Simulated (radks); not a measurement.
Values are calculated unless marked as measured or tabulated.
Spherical jellium clusters: N electrons in a uniform positive sphere of charge N and radius rs N^(1/3), rs = 3.08 bohr. Level of theory: non-relativistic Kohn-Sham, PBEsol, spin-polarised, spherical densities (a radial shooting solver with Libxc functionals). Levels are named by radial order and angular momentum (1s, 1p, 1d, 2s, ...), and open shells are averaged over m.

N = 7, configuration 1s2 1p(up 3, down 2). This is the lowest configuration that the search found. Occupied and some empty levels:

level    occupation  eigenvalue (eV)  <r> (bohr)
1s up             1          -5.9847       4.034
1s down           1          -5.7516       4.005
1p up             3          -3.8274       5.094
1p down           2          -3.5671       5.120
1d up             0          -1.4677       6.336
1d down           0          -1.2391       6.461
2s up             0          -1.2089       7.099
2s down           0          -1.0831       7.266

Energy (eV): total -10.6459, kinetic 18.220, external -259.83, Hartree 125.01, exchange-correlation -29.837, background 135.78.

Electron density:

r (bohr)  n(r) (e/bohr^3)
0.204            0.006563
0.972            0.007195
1.74             0.008296
2.51             0.009172
3.27             0.009134
4.04             0.007894
4.81             0.005780
5.58             0.003546
6.35             0.001851
7.12            0.0008628
7.88            0.0003751
8.65            0.0001577
9.42           0.00006531
10.2           0.00002674
